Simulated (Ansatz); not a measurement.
## Abstraction of H: GeH2F2 + CH7O2Si2 → GeHF2 + CH8O2Si2

Gas-phase species: GeH2F2 (difluorogermane) `[F][GeH2][F]`, singlet; CH7O2Si2 `CO[Si](O)[SiH3]`, doublet; GeHF2 `[F][GeH][F]`, doublet; CH8O2Si2 `CO[SiH](O)[SiH3]`, singlet. A radical takes H: the energy is the difference in strength between the Ge–H bond broken and the Si–H bond made.

Shapes, held fixed at every level: PBE0-D4/def2-TZVP. Flexible molecules stand in one conformer, not always the lowest. Programs: Ansatz 0.2.0. Electronic energies: no zero-point or thermal term.

(1) Estimate ΔE of this reaction.

## Answers

(1) The highest level, CCSD(T)/def2-TZVPP, gives ΔE = -18.8 kJ/mol; the levels span -25.3 to -18.8. The column of differences is taken from that level and isn't an error. No measured value is set beside it here. Open shells run unrestricted. Relativity is left out for Ge. Outer-core shells of Ge are correlated, in sets that cover them unevenly.

```tsv
level	kind	ΔE (kJ/mol)	less CCSD(T)/def2-TZVPP
MP2/def2-TZVPP	perturbation theory	-20.7	-1.9
PBE-D4/def2-TZVPP	GGA	-22.3	-3.5
r2SCAN-D4/def2-TZVPP	meta-GGA	-21.0	-2.2
B3LYP-D4/def2-TZVPP	global hybrid	-25.3	-6.5
wB97X-V/def2-TZVPP	range-separated hybrid	-23.9	-5.1
B2PLYP/def2-TZVPP	double hybrid	-24.0	-5.2
CCSD(T)/def2-TZVPP	coupled cluster or CI	-18.8	0.0
```
